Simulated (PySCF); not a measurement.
Vertical excitations of a molecule C4H4Cl2 from TDDFT-PBE/def2-SVPD in PySCF, as energy in eV (oscillator strength): 4.63 (0.000), 4.76 (0.000), 5.12 (0.000), 5.71 (0.002), 5.78 (0.006), 5.88 (0.058), 5.89 (0.008), 5.93 (0.612), 6.42 (0.027), 6.46 (0.006). Lowest triplet (TDA): 3.88 eV. Geometry: B3LYP-D3(BJ)/def2-SVP. Other conformers were not sampled.

Q: Which structure fits?
(A) C=C=C(Cl)CCl
(B) C#CCC(Cl)Cl
(C) C=C(Cl)/C=C\Cl
(D) CC(Cl)=C=CCl

A: D, CC(Cl)=C=CCl
